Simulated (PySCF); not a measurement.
From one molecule to another.

First species: C6H16NP.
Bonds: C1–C2, C2–P3, P3–C4, P3–C5, C5–N6, N6–C7, N6–C8. Hydrogens: H9, H10, H11 on C1; H12, H13 on C2; H14, H15, H16 on C4; H17, H18 on C5; H19, H20, H21 on C7; H22, H23, H24 on C8.

Second species: C9H18.
Numbering: `[CH3:1][CH2:2][CH2:3]/[C:4]([CH3:5])=[C:6](\[CH3:7])[CH2:8][CH3:9]` (hydrogens: H10, H11, H12 on C1; H13, H14 on C2; H15, H16 on C3; H17, H18, H19 on C5; H20, H21, H22 on C7; H23, H24 on C8; H25, H26, H27 on C9)

Cartesian coordinates in Å at the GFN2-xTB level; atoms count from 1:
```xyz
27
C9H18 angstrom
C      3.525    0.436    0.608
C      2.067    0.014    0.738
C      1.416   -0.198   -0.634
C     -0.032   -0.591   -0.501
C     -0.271   -2.058   -0.254
C     -1.024    0.296   -0.584
C     -0.781    1.766   -0.810
C     -2.474   -0.091   -0.445
C     -2.973    0.140    0.983
H      3.971    0.587    1.589
H      4.099   -0.326    0.085
H      3.605    1.365    0.047
H      2.004   -0.909    1.317
H      1.511    0.780    1.283
H      1.956   -0.989   -1.161
H      1.513    0.716   -1.219
H      0.669   -2.566   -0.057
H     -0.930   -2.219    0.596
H     -0.729   -2.527   -1.126
H     -0.059    2.165   -0.100
H     -1.707    2.325   -0.703
H     -0.397    1.943   -1.815
H     -3.073    0.513   -1.132
H     -2.619   -1.138   -0.712
H     -2.861    1.185    1.264
H     -2.401   -0.463    1.685
H     -4.023   -0.130    1.069
```

Levels: PBE0/pcSseg-1 for dipole moment, HOMO energy, LUMO energy and HOMO–LUMO gap; GFN2-xTB for rotational constant A and rotational constant C. Geometries: GFN2-xTB. All species are isolated and taken at one optimised geometry, non-relativistic unless stated; the electronic structure was computed with PySCF and density fitting.

The conformers computed, where there is a choice (atom-mapped SMILES and torsion angles):
- `[CH3:1][CH2:2][P:3]([CH3:4])[CH2:5][N:6]([CH3:7])[CH3:8]`: C1–C2–P3–C4 -78°, C2–P3–C5–N6 -63°, P3–C5–N6–C7 168°
- `[CH3:1][CH2:2][CH2:3]/[C:4]([CH3:5])=[C:6](\[CH3:7])[CH2:8][CH3:9]`: C1–C2–C3–C4 -179°, C2–C3–C4–C5 -83°, C4–C6–C8–C9 97°

Values for the first species:

* Dipole moment: 1.26 D
* HOMO energy: -6.11 eV
* LUMO energy: 1.13 eV
* HOMO–LUMO gap: 7.24 eV
* Rotational constant A: 2.529 GHz
* Rotational constant C: 0.856 GHz

Estimate the same properties for the second species, and the change in each.

| property | first | second | second less first |
| --- | --- | --- | --- |
| dipole moment | 1.26 D | 0.08 D | -1.18 D |
| HOMO energy | -6.11 eV | -6.22 eV | -0.11 eV |
| LUMO energy | 1.13 eV | 0.75 eV | -0.38 eV |
| HOMO–LUMO gap | 7.24 eV | 6.97 eV | -0.27 eV |
| rotational constant A | 2.529 GHz | 2.507 GHz | -0.022 GHz |
| rotational constant C | 0.856 GHz | 0.750 GHz | -0.106 GHz |

On the first: The dipole matches unit charges of opposite sign 0.26 Å apart (1 e·Å = 4.8032 D). A dipole of 1.26 D is allowed in C1, and pure rotational transitions are dipole-allowed.

